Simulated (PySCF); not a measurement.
methyl(methylsilylmethoxy)silane (C3H12OSi2), SMILES C[SiH2]CO[SiH2]C. Atoms are numbered in the order given.

```xyz
18

C     -2.9494     0.6004    -0.3915
Si    -1.9084    -0.9171    -0.7786
C     -0.2971    -0.8409     0.2304
O      0.3363     0.3990    -0.0690
Si     1.7277     0.9332     0.6956
C      3.1956    -0.1735     0.3149
H     -2.3464     1.5054    -0.5646
H     -3.8498     0.6523    -1.0232
H     -3.2684     0.5985     0.6633
H     -1.5640    -0.9627    -2.2305
H     -2.6305    -2.1794    -0.4251
H     -0.5258    -0.9214     1.3131
H      0.3580    -1.7003    -0.0145
H      1.9565     2.3117     0.1869
H      1.4983     0.9682     2.1750
H      4.1086     0.2192     0.7926
H      3.3731    -0.2280    -0.7711
H      3.0359    -1.1976     0.6892
```
Charge 0, spin multiplicity 1.

Geometry: B3LYP-D3(BJ)/def2-SVP. Other conformers were not sampled.

Two levels are set side by side: PBE/pcSseg-1 (PySCF) and PBE0/pcSseg-1 (PySCF). GIAO shifts against H2O (¹⁷O), TMS (²⁹Si), TMS (¹H), TMS (¹³C) at the same level; non-relativistic, no solvent, atoms listed together averaged. Differences are taken from unrounded values.

```
quantity                  PBE0
-----------------------  -----
δ(¹³C) of C1 (ppm)        -7.5
δ(²⁹Si) of Si2 (ppm)     -37.9
δ(¹³C) of C3 (ppm)        56.8
δ(¹⁷O) of O4 (ppm)         4.6
δ(²⁹Si) of Si5 (ppm)      -2.8
δ(¹³C) of C6 (ppm)        -1.7
δ(¹H) of H14, H15 (ppm)   5.13
```

### Question
What does PBE give, and how far is it from PBE0? (The exact figures need the calculation; the answer reports its results.)

### Answer

```json
[
 {"quantity": "δ(¹³C) of C1 (ppm)", "PBE": "-7.9", "PBE minus PBE0": "-0.5"},
 {"quantity": "δ(²⁹Si) of Si2 (ppm)", "PBE": "-40.5", "PBE minus PBE0": "-2.5"},
 {"quantity": "δ(¹³C) of C3 (ppm)", "PBE": "59.9", "PBE minus PBE0": "3.1"},
 {"quantity": "δ(¹⁷O) of O4 (ppm)", "PBE": "20.2", "PBE minus PBE0": "15.6"},
 {"quantity": "δ(²⁹Si) of Si5 (ppm)", "PBE": "-2.6", "PBE minus PBE0": "0.3"},
 {"quantity": "δ(¹³C) of C6 (ppm)", "PBE": "-1.9", "PBE minus PBE0": "-0.3"},
 {"quantity": "δ(¹H) of H14, H15 (ppm)", "PBE": "5.33", "PBE minus PBE0": "0.21"}
]
```

Rough cost on one machine, each run with all the roots and properties that it gave: PBE0 against PBE within a factor of 2.
